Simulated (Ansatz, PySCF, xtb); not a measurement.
Process, species as SMILES: [CH3][Ge]([CH3])([CH3])[CH3] [tetramethylgermane] + 3 [GeH4] (GeH4) -> 4 [CH3][GeH3]
Each molecule is optimised on its own at B3LYP-D3(BJ)/def2-TZVP (Ansatz, a program for electronic structure). Frequencies are from Ansatz or PySCF.
Geometry of the first species:
```xyz
17

C      1.4564    -0.5076     1.2262
Ge     0.0000     0.0000     0.0000
C     -1.6409     0.3426     1.0355
C     -0.3234    -1.4648    -1.2776
C      0.5079     1.6297    -0.9841
H      1.6505     0.2920     1.9423
H      2.3749    -0.7016     0.6706
H      1.1935    -1.4092     1.7809
H     -2.4600     0.6255     0.3730
H     -1.4815     1.1517     1.7495
H     -1.9385    -0.5495     1.5881
H     -1.1277    -1.2021    -1.9660
H     -0.6063    -2.3771    -0.7509
H      0.5751    -1.6695    -1.8612
H     -0.2871     1.9270    -1.6692
H      1.4157     1.4596    -1.5644
H      0.6914     2.4532    -0.2928
```

Property: bond separation energy (enthalpy at 298 K, with B3LYP-D3(BJ) rigid-rotor harmonic-oscillator terms), in kcal/mol. Cores are frozen in the correlated levels unless marked. Spin-orbit coupling is left out. The frozen core is the preceding noble-gas configuration, with the filled d and f shells of earlier blocks. No relativistic terms. Basis-set limits of correlation are two-point, X^-3; Hartree-Fock from the larger set.

```csv
level,program,bond separation energy (kcal/mol)
GFN1-xTB,xtb,?
r2SCAN/def2-TZVPD,Ansatz,2.3
r2SCAN-D3(BJ)/def2-TZVPD,Ansatz + dftd3,2.9
r2SCANh/def2-TZVPD,Ansatz,2.2
r2SCAN0-D4/def2-TZVPD,Ansatz + dftd4,2.7
LC-wPBE/def2-TZVPD,Ansatz,?
wB97X-V/def2-TZVPD,Ansatz,2.7
B2GP-PLYP/def2-TZVPD,Ansatz,?
SCS-MP2/aug-cc-pVDZ,Ansatz,5.0
SCS-MP2/aug-cc-pVTZ,Ansatz,2.7
CCSD/cc-pVDZ,Ansatz,3.0
"CCSD(T)/CBS(cc-pVTZ,cc-pVQZ)",Ansatz,2.9
```

Question: What belongs in the gaps?

Answer: 
- GFN1-xTB, bond separation energy (kcal/mol): -10.1
- LC-wPBE/def2-TZVPD, bond separation energy (kcal/mol): 1.7
- B2GP-PLYP/def2-TZVPD, bond separation energy (kcal/mol): 2.1
